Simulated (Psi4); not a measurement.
CH6BClO2Si (SMILES OB(O)C[SiH2]Cl), singlet, geometry from GFN2-xTB; MP2/6-311+G(2d,p) in Psi4.

Psi4 was given this input:
```
memory 2 GB

molecule mol {
0 1
Si    0.912464   -0.398076    0.239365
Cl    2.615868    0.428650   -0.473733
C    -0.567090    0.598513   -0.408196
B    -1.941439   -0.018756    0.130387
O    -2.600978   -0.996397   -0.530098
O    -2.490782    0.360148    1.305831
H     0.985008   -0.353727    1.700067
H     0.868972   -1.782166   -0.233162
H    -0.539476    0.602646   -1.499447
H    -0.455303    1.638852   -0.097060
H    -2.224275   -1.276181   -1.361952
H    -2.035372    1.049271    1.785283
}

set {
  basis 6-311+g(2d,p)
  reference rhf
  freeze_core true
}

energy('mp2')
print_variables()
```

What the program printed (banner, timings and long lists left out):

```
    SCF Algorithm Type (re)set to DF.

   => Loading Basis Set <=

    Name: 6-311+G(2D,P)
    Role: ORBITAL
    Keyword: BASIS

         ---------------------------------------------------------
                                   SCF
               by Justin Turney, Rob Parrish, Andy Simmonett
                          and Daniel G. A. Smith
                              RHF Reference
         ---------------------------------------------------------

  ==> Geometry <==

    Molecular point group: c1
    Full point group: C1

    Geometry (in Angstrom), charge = 0, multiplicity = 1:

       Center              X                  Y                   Z               Mass
    ------------   -----------------  -----------------  -----------------  -----------------
         SI           0.880578479116    -0.402343364803     0.244432055272    27.976926534650
         CL           2.583982479116     0.424382635197    -0.468665944728    34.968852682000
         C           -0.598975520884     0.594245635197    -0.403128944728    12.000000000000
         B           -1.973324520884    -0.023023364803     0.135454055272    11.009305360000
         O           -2.632863520884    -1.000664364803    -0.525030944728    15.994914619570
         O           -2.522667520884     0.355880635197     1.310898055272    15.994914619570
         H            0.953122479116    -0.357994364803     1.705134055272     1.007825032230
         H            0.837086479116    -1.786433364803    -0.228094944728     1.007825032230
         H           -0.571361520884     0.598378635197    -1.494379944728     1.007825032230
         H           -0.487188520884     1.634584635197    -0.091992944728     1.007825032230
         H           -2.256160520884    -1.280448364803    -1.356884944728     1.007825032230
         H           -2.067257520884     1.045003635197     1.790350055272     1.007825032230

  Running in c1 symmetry.

  Rotational constants: A =      0.20487  B =      0.02964  C =      0.02836 [cm^-1]
  Rotational constants: A =   6141.82454  B =    888.68615  C =    850.35672 [MHz]
  Nuclear repulsion =  336.523588653743786

  Charge       = 0
  Multiplicity = 1
  Electrons    = 64
  Nalpha       = 32
  Nbeta        = 32

  ==> Algorithm <==

  SCF Algorithm Type is DF.
  DIIS enabled.
  MOM disabled.
  Fractional occupation disabled.
  Guess Type is SAD.
  Energy threshold   = 1.00e-08
  Density threshold  = 1.00e-08
  Integral threshold = 1.00e-12

  ==> Primary Basis <==

  Basis Set: 6-311+G(2D,P)
    Blend: 6-311+G(2D,P)
    Number of shells: 98
    Number of basis functions: 214
    Number of Cartesian functions: 226
    Spherical Harmonics?: true
    Max angular momentum: 2

   => Loading Basis Set <=

    Name: (6-311+G(2D,P) AUX)
    Role: JKFIT
    Keyword: DF_BASIS_SCF

  ==> Integral Setup <==

  SCF_SUBTYPE=INCORE selected. In-core MEM_DF algorithm will be used.
  Using in-core AOs.

  ==> MemDFJK: Density-Fitted J/K Matrices <==

    J tasked:                   Yes
    K tasked:                   Yes
    wK tasked:                   No
    Algorithm:                 Core
    Schwarz Cutoff:           1E-12
    Mask sparsity (%):       8.5248
    Fitting Condition:        1E-10

   => Auxiliary Basis Set <=

  Basis Set: (6-311+G(2D,P) AUX)
    Blend: HEAVY-AUG-CC-PVTZ-JKFIT
    Number of shells: 264
    Number of basis functions: 888
    Number of Cartesian functions: 1094
    Spherical Harmonics?: true
    Max angular momentum: 4

  Minimum eigenvalue in the overlap matrix is 3.0721915520E-04.
  Reciprocal condition number of the overlap matrix is 2.9707500222E-05.
    Using symmetric orthogonalization.

  ==> Pre-Iterations <==

  SCF Guess: Superposition of Atomic Densities via on-the-fly atomic UHF (no occupation information).

   -------------------------
    Irrep   Nso     Nmo
   -------------------------
     A        214     214
   -------------------------
    Total     214     214
   -------------------------

  ==> Iterations <==

                           Total Energy        Delta E     RMS |[F,P]|

   @DF-RHF iter SAD:  -963.43813477698257   -9.63438e+02   0.00000e+00
   @DF-RHF iter   1:  -964.24585898585860   -8.07724e-01   3.38852e-03 DIIS/ADIIS
   @DF-RHF iter   2:  -964.42154371043466   -1.75685e-01   1.86987e-03 DIIS/ADIIS
   @DF-RHF iter   3:  -964.47738916748904   -5.58455e-02   2.51632e-04 DIIS/ADIIS
   @DF-RHF iter   4:  -964.47955682254405   -2.16766e-03   9.13819e-05 DIIS
   @DF-RHF iter   5:  -964.47984344245310   -2.86620e-04   2.02396e-05 DIIS
   @DF-RHF iter   6:  -964.47986233898655   -1.88965e-05   5.42307e-06 DIIS
   @DF-RHF iter   7:  -964.47986395227599   -1.61329e-06   1.24494e-06 DIIS
   @DF-RHF iter   8:  -964.47986405080212   -9.85261e-08   3.47699e-07 DIIS
   @DF-RHF iter   9:  -964.47986405678137   -5.97925e-09   9.29150e-08 DIIS
   @DF-RHF iter  10:  -964.47986405725771   -4.76348e-10   2.38742e-08 DIIS
   @DF-RHF iter  11:  -964.47986405728898   -3.12639e-11   6.78005e-09 DIIS
  Energy and wave function converged.

  ==> Post-Iterations <==

    Orbital Energies [Eh]
    ---------------------

    Doubly Occupied:

[...]
    Virtual:

[...]
    Final Occupation by Irrep:
              A
    DOCC [    32 ]
    NA   [    32 ]
    NB   [    32 ]

  @DF-RHF Final Energy:  -964.47986405728898

   => Energetics <=

    Nuclear Repulsion Energy =            336.5235886537437864
    One-Electron Energy =               -2001.6969390695339825
    Two-Electron Energy =                 700.6934863585011044
    Total Energy =                       -964.4798640572889781

Computation Completed

Properties will be evaluated at   0.000000,   0.000000,   0.000000 [a0]

Properties computed using the SCF density matrix

 Multipole Moments:

 ------------------------------------------------------------------------------------
     Multipole            Electronic (a.u.)      Nuclear  (a.u.)        Total (a.u.)
 ------------------------------------------------------------------------------------

 L = 1.  Multiply by 2.5417464519 to convert [e a0] to [Debye]
 Dipole X            :          4.1190614           -3.8563307            0.2627307
 Dipole Y            :          0.8775619           -0.5161302            0.3614317
 Dipole Z            :         -0.8956538            0.6128241           -0.2828297
 Magnitude           :                                                    0.5288222

 ------------------------------------------------------------------------------------

  //>>>>>>>>>>>>>>>>>>>>>>>>>>>>>>>>>>>//
  //               DFMP2               //
  //<<<<<<<<<<<<<<<<<<<<<<<<<<<<<<<<<<<//

   => Loading Basis Set <=

    Name: (6-311+G(2D,P) AUX)
    Role: RIFIT
    Keyword: DF_BASIS_MP2

	 --------------------------------------------------------
	                          DF-MP2
	      2nd-Order Density-Fitted Moller-Plesset Theory

	        Rob Parrish, Justin Turney, Andy Simmonett,
	           Ed Hohenstein, and C. David Sherrill
	 --------------------------------------------------------

   => Auxiliary Basis Set <=

  Basis Set: (6-311+G(2D,P) AUX)
    Blend: HEAVY-AUG-CC-PVTZ-RI
    Number of shells: 246
    Number of basis functions: 898
    Number of Cartesian functions: 1136
    Spherical Harmonics?: true
    Max angular momentum: 4

	 --------------------------------------------------------
	                 NBF =   214, NAUX =   898
	 --------------------------------------------------------
	   CLASS    FOCC     OCC    AOCC    AVIR     VIR    FVIR
	   PAIRS      14      32      18     182     182       0
	 --------------------------------------------------------

	-----------------------------------------------------------
	 ==================> DF-MP2 Energies <====================
	-----------------------------------------------------------
	 Reference Energy          =    -964.4798640572889781 [Eh]
	 Singles Energy            =      -0.0000000000000000 [Eh]
	 Same-Spin Energy          =      -0.2381636253844578 [Eh]
	 Opposite-Spin Energy      =      -0.7017374814305075 [Eh]
	 Correlation Energy        =      -0.9399011068149654 [Eh]
	 Total Energy              =    -965.4197651641039783 [Eh]
	-----------------------------------------------------------
	 ================> DF-SCS-MP2 Energies <==================
	-----------------------------------------------------------
	 SCS Same-Spin Scale       =       0.3333333333333333 [-]
	 SCS Opposite-Spin Scale   =       1.2000000000000000 [-]
	 SCS Same-Spin Energy      =      -0.0793878751281526 [Eh]
	 SCS Opposite-Spin Energy  =      -0.8420849777166090 [Eh]
	 SCS Correlation Energy    =      -0.9214728528447615 [Eh]
	 SCS Total Energy          =    -965.4013369101337503 [Eh]
	-----------------------------------------------------------

  Variable Map:
  ----------------------------------------------------------------------------
[...]
  Array Variable Map:
  ----------------------------------------------------------------------------
[...]
[...]
```
